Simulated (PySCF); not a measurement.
**From computed data to an observable: oscillator strength and radiative lifetime**

CH11NOSi3, SMILES [SiH2](C[SiH2]N[SiH3])O.

Geometry: TPSSh-D3(BJ)/def2-SVP. The structure was generated by enumeration, and PubChem lists no compound with its InChIKey, so it may never have been made. Other conformers were not sampled.

TDA-CAM-B3LYP/def2-SVPD in PySCF 2.14.0 puts the first singlet state with f over 0.02 at 7.34 eV (vertical), with the transition dipole (-0.287, -0.170, 0.110) in atomic units.

Task: Find the oscillator strength, the wavelength and the radiative lifetime that this transition would have in vacuum if emission retraced absorption.

Result: 
|μ|² = 0.1234 au, so |μ| = 0.89 D. ΔE = 7.34/27.211 = 0.2697 hartree. f = (2/3) ΔE |μ|² = 0.022 (the program prints 0.022).
λ = 1239.84/7.34 = 169 nm; ν = 59201 cm⁻¹.
Einstein's coefficient A = 0.6670 ν² f s⁻¹ (ν in cm⁻¹) = 5.2e7 s⁻¹, so τ = 1/A = 19 ns. This state is S2; the lower singlet has f = 0.004. The figure is the radiative limit of this one transition; relaxation, internal conversion, crossing to triplets and a medium change what is measured.
